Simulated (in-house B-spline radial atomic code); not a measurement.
## Pb IV (Pb3+): [Xe] 4f14 (5d3/2)4 (5d5/2)4 6s2 6p1 (with a hole in an inner shell)

Level of theory: Dirac-Hartree-Fock, average of the jj configuration, Fermi nucleus of rms radius 5.5012 fm; calculated with an all-electron radial atomic-structure program (B-spline basis).

Effective charges: Z_r = [3n² - l(l+1)]/(2<r>) from the radius, Z_e = n√(-2ε) from the energy, and Slater's rules. Values are occupation-weighted means over j. An effective charge above Z reflects the relativistic contraction of the inner shells.

```tsv
shell	electrons	ε (eV)	<r> (bohr)	Z_r	Z_e	Slater
1s	2	-88638	0.01605	93.43	80.71	81.70
2s	2	-16038	0.06688	89.71	68.67	77.85
2p	6	-13912	0.06087	82.14	63.95	77.85
3s	2	-3952.4	0.1737	77.73	51.13	70.75
3p	6	-3324	0.1751	71.37	46.89	70.75
3d	10	-2612.3	0.16	65.61	41.57	60.85
4s	2	-965.23	0.3839	62.51	33.69	54.25
4p	6	-753.35	0.4074	56.45	29.76	54.25
4d	10	-486.69	0.4302	48.82	23.92	42.85
5s	2	-206.26	0.8575	43.73	19.47	24.35
4f	14	-198.73	0.4517	39.85	15.29	31.45
5p	6	-143.16	0.969	37.67	16.22	24.35
5d	8	-66.602	1.221	28.26	11.06	11.55
6s	2	-45.127	2.052	26.31	10.93	7.70
6p	1	-33.387	2.47	21.45	9.40	7.70
```

The least bound orbital is 6p3/2 at -32.28 eV, and it is also the most diffuse (<r> = 2.539 bohr). The part-filled 5d shell lies below the filled 6s shell in orbital energy.

For the 1s electron the small component carries 9.78 % of the norm, the zero-frequency Breit interaction raises the level by 343.5 eV, self-energy by 222.9 eV, and vacuum polarisation lowers it by 47.57 eV.
